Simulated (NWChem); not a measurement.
# thionyl fluoride (SOF$_{2}$); SMILES O=S(F)F

```xyz
4

O     -0.3635    -1.3833     0.0000
S      0.4072    -0.1703     0.0000
F     -0.2004     0.7662     1.1690
F     -0.2004     0.7662    -1.1690
```
Atoms are numbered in this order, from 1.

Program: NWChem. Pople sets run with spherical d functions. Structure relaxed at the PBE0/def2-SVP level. Total energies compare along this basis series because the functional is fixed.

```json
[
 {"level": "PBE0/STO-3G", "basis functions": "24", "energy (Ha)": "-664.1867", "highest occupied level (eV)": "(withheld)", "orbital gap (eV)": "(withheld)", "dipole (D)": "(withheld)"},
 {"level": "PBE0/3-21G", "basis functions": "40", "energy (Ha)": "-669.0683", "highest occupied level (eV)": "-8.91", "orbital gap (eV)": "8.05", "dipole (D)": "2.14"},
 {"level": "PBE0/6-31G*", "basis functions": "60", "energy (Ha)": "-672.6269", "highest occupied level (eV)": "-9.42", "orbital gap (eV)": "8.35", "dipole (D)": "1.78"},
 {"level": "PBE0/6-31+G*", "basis functions": "76", "energy (Ha)": "-672.6495", "highest occupied level (eV)": "-9.94", "orbital gap (eV)": "8.16", "dipole (D)": "1.90"},
 {"level": "PBE0/6-311G**", "basis functions": "80", "energy (Ha)": "-672.7280", "highest occupied level (eV)": "-9.78", "orbital gap (eV)": "8.27", "dipole (D)": "1.98"},
 {"level": "PBE0/6-311++G**", "basis functions": "96", "energy (Ha)": "-672.7401", "highest occupied level (eV)": "-10.05", "orbital gap (eV)": "8.13", "dipole (D)": "2.00"}
]
```

Task: What belongs in the gaps?

Result: 
- PBE0/STO-3G, highest occupied level (eV): -3.63
- PBE0/STO-3G, orbital gap (eV): 7.87
- PBE0/STO-3G, dipole (D): 1.67
